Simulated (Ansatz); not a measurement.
Consider the formal loss of a carbene: `CB(C)[SiH2]Cl` → `CB[SiH2]Cl` + `[CH2]` (triplet).

Computed with Ansatz on PBE0-D4/def2-TZVP structures; ΔE is electronic, products minus reactants. CCSD(T)/CBS is the MP2 limit (def2-TZVPP, def2-QZVPP) plus CCSD(T) − MP2 in def2-TZVPP, frozen cores. This one scheme is used for every species. Functionals use def2-TZVPP. Triplets are unrestricted, without spin–orbit coupling. One conformer a species, not always the lowest.

```csv
level,ΔE (eV)
r2SCAN,4.87
HF/def2-QZVPP,3.46
```

What does CCSD(T)/CBS give? (An estimate is asked.)

Computed: +5.08 eV. The listed levels differ from it by -0.21, -1.62 eV.

Largest T1 diagnostic among the species: 0.011.

From PBE to PBE0 (25 % exact exchange), in def2-TZVPP and without D4, ΔE moves by −0.09 eV. In def2-TZVPP, CCSD(T) changes the Hartree–Fock value by +1.50 eV (the triples alone add +0.13 eV) and MP2 by +1.65 eV.
